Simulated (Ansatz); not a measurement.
Reaction (silylene formation by 1,1-elimination): `C[Si](C)(S)S` → CH₃SH + `C[Si]S`

Gas-phase electronic energies from Ansatz, PBE0-D4/def2-TZVP geometries. CBS: MP2 limit from def2 TZ/QZ plus the TZ coupled-cluster correction, frozen cores. This one scheme is used for every species. DFT in def2-TZVPP. B3LYP here is the variant with VWN-RPA as its local correlation; programs differ in this. Each species was taken in one conformer, which may not be the lowest.

`C[Si](C)(S)S`:

Z-matrix (Å, degrees):
```
C
Si 1 1.862
H 1 1.093 2 110.9
H 1 1.093 2 110.1 3 119.8
H 1 1.092 2 110.7 3 -120.7
C 2 1.864 1 111.6 3 -59.3
S 2 2.140 1 105.4 3 62.9
S 2 2.149 1 112.2 3 177.4
H 6 1.092 2 111.0 1 178.1
H 6 1.094 2 110.7 1 -61.7
H 6 1.093 2 110.1 1 57.9
H 7 1.344 2 94.6 1 178.6
H 8 1.345 2 94.5 1 82.1
```

CH₃SH:

```xyz
6

C    -0.281    0.348    0.202
S     0.197   -0.834   -1.076
H    -0.505   -0.150    1.145
H    -1.188    0.834   -0.157
H     0.484    1.109    0.350
H     1.293   -1.307   -0.463
```

`C[Si]S`:

```xyz
7

C    -0.878    0.146   -0.613
Si    0.057   -1.014    0.566
S     1.752    0.252    0.823
H    -0.262    0.828   -1.203
H    -1.550    0.754    0.009
H    -1.519   -0.434   -1.283
H     2.400   -0.532    1.701
```

```json
{"level": "B3LYP-D4", "ΔE (kJ/mol)": "284.8"}
{"level": "r2SCAN0-D4", "ΔE (kJ/mol)": "314.9"}
{"level": "BHLYP", "ΔE (kJ/mol)": "281.6"}
{"level": "SCS-MP2/def2-TZVPP", "ΔE (kJ/mol)": "296.1"}
{"level": "CCSD/def2-TZVPP", "ΔE (kJ/mol)": "287.6"}
{"level": "MP2/def2-QZVPP", "ΔE (kJ/mol)": "316.1"}
{"level": "HF/CBS(def2)", "ΔE (kJ/mol)": "273.6"}
{"level": "CCSD/CBS(def2)", "ΔE (kJ/mol)": "294.1"}
```

**Question.** What does CCSD(T)/CBS give? (Best estimate.)

**Answer.** The calculation gave: +296.4 kJ/mol. The listed levels differ from it by -11.6, 18.5, -14.8, -0.3, -8.8, 19.7, -22.8, -2.3 kJ/mol.

Largest T1 diagnostic among the species: 0.014.

From PBE to PBE0 (25 % exact exchange), in def2-TZVPP and without D4, ΔE moves by +17.9 kJ/mol. At CCSD(T), def2-SVP lies −24.9 kJ/mol from the extrapolated value and def2-TZVPP −6.4 kJ/mol. In def2-TZVPP, CCSD(T) changes the Hartree–Fock value by +15.8 kJ/mol (the triples alone add +2.3 kJ/mol) and MP2 by +38.4 kJ/mol.
